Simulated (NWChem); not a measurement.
System meant: Si$_{2}$H$_{3}$Cl$_{2}$F; SMILES Cl[Si@H]([SiH2]Cl)F

Input file for NWChem:

```
start job
memory heap 200 mb stack 900 mb global 1100 mb
geometry units angstroms noautoz
  F      1.805155    -0.862628    -0.426637
  Si     0.417614    -0.794191     0.409747
  Cl    -0.675968    -2.490481    -0.017194
  Si    -0.842627     1.030668    -0.333316
  Cl     0.163335     2.772787     0.173819
  H      0.760149    -0.795152     1.854981
  H     -1.013597     0.969276    -1.811964
  H     -2.176316     1.028906     0.332644
end
basis spherical
  * library def2-svp
end
dft
  odft
  mult 2
  xc b3lyp
  iterations 150
  mulliken
end
task dft energy
```

End of the output:

```
 Summary of "ao basis" -> "" (spherical)
 ------------------------------------------------------------------------------
       Tag                 Description            Shells   Functions and Types
 ---------------- ------------------------------  ------  ---------------------
 *                          def2-svp                  on all atoms

                                 NWChem DFT Module
                                 -----------------

 Summary of "ao basis" -> "ao basis" (spherical)
 ------------------------------------------------------------------------------
       Tag                 Description            Shells   Functions and Types
 ---------------- ------------------------------  ------  ---------------------
 F                          def2-svp                 6       14   3s2p1d
 Si                         def2-svp                 8       18   4s3p1d
 Cl                         def2-svp                 8       18   4s3p1d
 H                          def2-svp                 3        5   2s1p

 Summary of "ao basis" -> "ao basis" (spherical)
 ------------------------------------------------------------------------------
       Tag                 Description            Shells   Functions and Types
 ---------------- ------------------------------  ------  ---------------------
 F                          def2-svp                 6       14   3s2p1d
 Si                         def2-svp                 8       18   4s3p1d
 Cl                         def2-svp                 8       18   4s3p1d
 H                          def2-svp                 3        5   2s1p

  number of electrons :                   74
  multiplicity        :                    2
 ------------------------------------------------------------------------
  no. of electrons and multiplicity not compatible                  74
 ------------------------------------------------------------------------
 ------------------------------------------------------------------------
  current input line :
    23: task dft energy
 ------------------------------------------------------------------------
 ------------------------------------------------------------------------
 There is an error in the input file
 ------------------------------------------------------------------------
 For more information see the NWChem manual at https://nwchemgit.github.io

0: no. of electrons and multiplicity not compatible:Received an Error in Communication
```

Q: What is wrong, and how is it mended?

A: The program refused the input. Cause: the multiplicity doesn't fit the number of electrons (an even count wants an odd multiplicity, and the reverse). This input runs:
```
start job
memory heap 200 mb stack 900 mb global 1100 mb
geometry units angstroms noautoz
  F      1.805155    -0.862628    -0.426637
  Si     0.417614    -0.794191     0.409747
  Cl    -0.675968    -2.490481    -0.017194
  Si    -0.842627     1.030668    -0.333316
  Cl     0.163335     2.772787     0.173819
  H      0.760149    -0.795152     1.854981
  H     -1.013597     0.969276    -1.811964
  H     -2.176316     1.028906     0.332644
end
basis spherical
  F library def2-svp
  Si library def2-svp
  Cl library def2-svp
  H library def2-svp
end
dft
  xc b3lyp
  iterations 150
  mulliken
end
task dft energy
```
It converges to -1600.69377 Ha (B3LYP/def2-SVP).
